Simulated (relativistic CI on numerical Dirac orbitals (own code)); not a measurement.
## Cr22+: sensitivity of the levels to the model

Base calculation: Dirac-Coulomb-Breit CI, separate exchange-only KLI orbitals for each configuration, model QED (radiative potential, 1s self-energy scaled to tabulated hydrogen-like ionisation energies), unscaled Slater integrals.

CI space: 1s2, 1s 2s, 1s 2p, 1s 3s, 1s 3p, 1s 3d, 1s 4s, 1s 4p, 1s 4d, 1s 4f, 1s 5s, 1s 5p, 1s 5d, 1s 5f, 1s 5g, 1s 6s, 1s 6p, 1s 6d. Levels of other configurations are missing.

The lowest level and the first level of each name with at least 55 % of one term (blank where a level has no safe partner in the second run):

```tsv
Level	Base (eV)	Shift (eV)
1s2 1S_0	0.00	0.00
1s 2s 3S_1	5625.53	+0.70
1s 2p 3P°_0	5651.87	+0.52
1s 2p 3P°_1	5653.55	+0.38
1s 2s 1S_0	5654.20	-2.09
1s 2p 3P°_2	5663.74	+0.51
1s 2p 1P°_1	5681.16	-1.41
1s 3s 3S_1	6663.95	+0.18
1s 3p 3P°_0	6671.22	+0.14
1s 3s 1S_0	6671.61	-0.55
1s 3p 3P°_1	6671.72	+0.10
1s 3p 3P°_2	6674.75	+0.14
1s 3d 3D_2	6678.64	0.00
1s 3d 3D_1	6678.68	+0.01
1s 3p 1P°_1	6679.55	-0.38
1s 3d 3D_3	6679.82	+0.01
1s 3d 1D_2	6680.07	-0.01
1s 4s 3S_1	7023.37	+0.07
1s 4p 3P°_0	7026.37	+0.06
1s 4s 1S_0	7026.52	-0.22
1s 4p 3P°_1	7026.58	+0.04
1s 4p 3P°_2	7027.86	+0.06
```

At this charge energies of transitions that change n are usually good to better than 1 %, and those within a shell (Δn = 0) to a few per cent.

One thing was changed in a second run, which moved the levels as shown. Which?
A. QED terms removed
B. valence Slater integrals scaled by 0.9
C. configuration mixing switched off
D. non-relativistic limit
E. Breit term removed

B. Valence Slater integrals scaled by 0.9. Scaling acts on the splittings between terms and on the mixing, and leaves the fine structure of pure LS terms nearly alone; in jj coupling it moves the levels of one term differently.

LS names give the leading component of a level, which can be under half, so a name can repeat, a term be missing and a line seem to break the LS rules.
